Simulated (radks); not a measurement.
Question: Valence configurations of Co IV (all share [Ar]). All-electron calculation, scalar-relativistic Kohn-Sham, r2SCAN, spin-polarised, spherical densities, finite nucleus; open shells are filled with parallel spins first; meta-GGA in the generalised Kohn-Sham scheme; Fermi nuclear charge, rms radius 3.7875 fm. Program: a radial shooting solver on a logarithmic mesh with Libxc functionals. Order these by energy: 3d5 4s1; 3d4 4p2; 3d4 4s2; 3d5.5 4p0.5; 3d6; 3d5 4p1; 3d3.5 4s0.5 4p2; 3d5.5 4s0.5.

Answer: From the lowest, in eV above it: 3d6 0.000; 3d5.5 4s0.5 4.857; 3d5.5 4p0.5 8.910; 3d5 4s1 10.021; 3d5 4p1 18.530; 3d4 4s2 35.621; 3d4 4p2 50.209; 3d3.5 4s0.5 4p2 63.678. NIST lists [Ar] 3d6 as the ground configuration; this level of theory agrees among the configurations tried. The energies are those of spherical high-spin densities, not of single terms.
